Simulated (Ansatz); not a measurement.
System: sum formula FeBrCl (charge 0, quintet). The spin state was set by rule; other spins were not relaxed. SMILES: [Fe]([Br])[Cl]
Structure (B3LYP-D3(BJ)/def2-TZVP (Ansatz, a program for electronic structure) minimum search):
```
Fe
Cl 1 2.1444
Br 1 2.2922 2 180.00
```
Charge 0, spin multiplicity 5.

Quantity: atomisation energy (electronic, to ground-state atoms), in eV. Correlated levels leave the core frozen unless marked. Open shells are spin-unrestricted. No spin-orbit coupling. The frozen core is the preceding noble-gas configuration, with the filled d and f shells of earlier blocks. Non-relativistic. The coupled-cluster limit lacks core correlation, which all-electron functionals hold. Basis-set limits of correlation are two-point, X^-3; Hartree-Fock from the larger set. [CCSD(T)-MP2]/basis is that difference in the basis named.

```csv
level,program,atomisation energy (eV)
HSE06-D3(BJ)/def2-TZVPD,Ansatz + dftd3,8.11
```

Question: What does RI-MP2/CBS(def2-TZVPPD,def2-QZVPPD)+[CCSD(T)-MP2]/def2-TZVPPD (Ansatz) give?

Answer: 7.87 eV, so HSE06-D3(BJ)/def2-TZVPD differs from it by 0.24 eV.
